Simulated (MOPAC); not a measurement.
MOPAC input (PM7):

```
PM7 PRECISE GNORM=0.05 LET XYZ UHF MS=0.5 GEO-OK AUX(PRECISION=9) THREADS=1
F2Ga

Ga    0.30374815 1    0.11982264 1    0.09043944 1
F    -0.68066706 1    0.93279515 1   -1.13588949 1
F    -0.36557658 1   -1.34551759 1    0.82437587 1
```

From the last part of the output:

```
                                                       MOPAC v23.2.5 Linux

          FINAL HEAT OF FORMATION =       -105.53364 KCAL/MOL =    -441.55274 KJ/MOL

          COSMO AREA              =         82.71 SQUARE ANGSTROMS
          COSMO VOLUME            =         64.46 CUBIC ANGSTROMS

          GRADIENT NORM           =          0.01173          =       0.00677 PER ATOM
          IONIZATION POTENTIAL    =         10.560668 EV
          ALPHA SOMO LUMO (EV)    =        -10.561  0.216
          BETA  SOMO LUMO (EV)    =        -13.857 -2.936
          NO. OF ALPHA ELECTRONS  =          9
          NO. OF BETA  ELECTRONS  =          8
          MOLECULAR WEIGHT        =        107.7318         POINT GROUP:  C2v

          MOLECULAR DIMENSIONS (Angstroms)

            Atom       Atom       Distance
            F     3    F     2     3.07492
           Ga     1    F     3     0.86871
           Ga     1    F     2     0.00000

          SCF CALCULATIONS        =         10

   ATOM   CHEMICAL          X               Y               Z
  NUMBER   SYMBOL      (ANGSTROMS)     (ANGSTROMS)     (ANGSTROMS)

     1      Ga          0.27919123  *   0.11013796  *   0.08312577  *
     2       F         -0.65989930  *   0.96201131  *  -1.14603809  *
     3       F         -0.33929639  *  -1.35617913  *   0.84853653  *

                             CARTESIAN COORDINATES

   1   Ga        0.279191232     0.110137961     0.083125772
   2    F       -0.659899295     0.962011315    -1.146038089
   3    F       -0.339296390    -1.356179132     0.848536533

           Empirical Formula: Ga F2  =     3 atoms

      MOLECULAR POINT GROUP   :   C2v

          ALPHA EIGENVALUES
 -39.16445 -39.05182 -18.02746 -15.06181 -15.05891 -14.95544 -14.71600 -14.12608
 -10.56067   0.21573   1.42612   1.84046

           BETA EIGENVALUES
 -38.57068 -38.45974 -17.35687 -15.37995 -15.26415 -15.15279 -15.05254 -13.85731
  -2.93575   0.46814   1.34468   2.66691

              NET ATOMIC CHARGES AND DIPOLE CONTRIBUTIONS

  ATOM NO.   TYPE          CHARGE      No. of ELECS.   s-Pop       p-Pop
    1         Ga           0.837049        2.1630     1.42186     0.74109
    2          F          -0.418525        7.4185     1.96759     5.45094
    3          F          -0.418525        7.4185     1.96759     5.45093
 DIPOLE           X         Y         Z       TOTAL
 POINT-CHG.     3.131     1.235     0.932     3.493
 HYBRID        -0.932    -0.367    -0.277     1.039
 SUM            2.200     0.868     0.655     2.454

          ATOMIC ORBITAL ELECTRON POPULATIONS

     Atom    s        px        py        pz
    1 Ga   1.42186   0.25581   0.27280   0.21249
    2  F   1.96759   1.82638   1.87714   1.74742
    3  F   1.96759   1.90533   1.65195   1.89366

                    (SZ)    =    0.500000
                    (S**2)  =    0.757295

          ATOMIC ORBITAL SPIN POPULATIONS

    Atom   Total    s     px     py     pz
         Atomic
    1 Ga  0.5748  0.405  0.170  0.002 -0.002
    2  F  0.2126  0.002  0.093  0.024  0.094
    3  F  0.2126  0.002  0.053  0.137  0.020

 **********************
 *                    *
 * JOB ENDED NORMALLY *
 *                    *
 **********************

 == MOPAC DONE ==
```
